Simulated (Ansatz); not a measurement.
Born–Oppenheimer molecular dynamics of Cl3GeH3S (8 atoms, charge 0, multiplicity 1). It starts at the highest image of a converged band. Of that band: Neighbouring images differ by up to 2.1 eV, so the band resolves the path poorly. A vibrational analysis at the climbing image gives one clearly imaginary mode, 1234i cm⁻¹: a first-order saddle point.

Computed with RKS r2SCAN-D4/def2-SVP in Ansatz 0.2.0.

| Quantity | Value |
| --- | --- |
| ensemble | NVE (velocity Verlet) |
| time step | 0.5 fs |
| steps asked | 200 |
| starting velocities drawn for | 300 K |
| seed | 8677 |

First frame:

```xyz
8
Properties=species:S:1:pos:R:3
Ge -0.377 -0.056 -0.191
H -0.146 0.376 1.531
Cl 1.767 -0.494 -0.095
Cl -0.567 1.874 -1.100
Cl -0.931 -1.688 -1.520
S -2.632 0.015 0.878
H -2.547 -1.260 1.329
H -1.135 0.360 1.618
```

How far do the bonds stretch over the last three quarters of this one trajectory? (Pairs bonded in most of those frames.)


```json
{"bond": "Ge1–Cl3", "mean (Å)": "2.162", "spread (Å)": "0.044", "shortest": "2.09", "longest": "2.21"}
{"bond": "Ge1–Cl4", "mean (Å)": "2.141", "spread (Å)": "0.013", "shortest": "2.13", "longest": "2.17"}
{"bond": "Ge1–Cl5", "mean (Å)": "2.159", "spread (Å)": "0.048", "shortest": "2.09", "longest": "2.22"}
{"bond": "Ge1–S6", "mean (Å)": "2.251", "spread (Å)": "0.153", "shortest": "2.04", "longest": "2.54"}
{"bond": "H2–H8", "mean (Å)": "0.759", "spread (Å)": "0.001", "shortest": "0.76", "longest": "0.76"}
{"bond": "S6–H7", "mean (Å)": "1.359", "spread (Å)": "0.005", "shortest": "1.35", "longest": "1.37"}
```

Mean temperature of the second half: 2513 K. The conserved energy stayed within 0.022 meV per atom of its start (net change 0.004 meV per atom), so the integration is sound. The kinetic energy rose, since the run started high on the potential surface and went downhill. It ends in pieces (Cl3GeHS + H2), so much of that is their flight and rotation, not heat. A run of 0.1 ps of so small a system gives no equilibrium averages. The orbitals stay closed-shell, which can raise the energy where a bond breaks towards radicals; this wasn't checked here.

The run took 14 min on 4 threads of Intel(R) Xeon(R) Platinum 8259CL CPU @ 2.50GHz (Skylake/Cascade Lake) (shared host), peak memory 0.24 GiB.
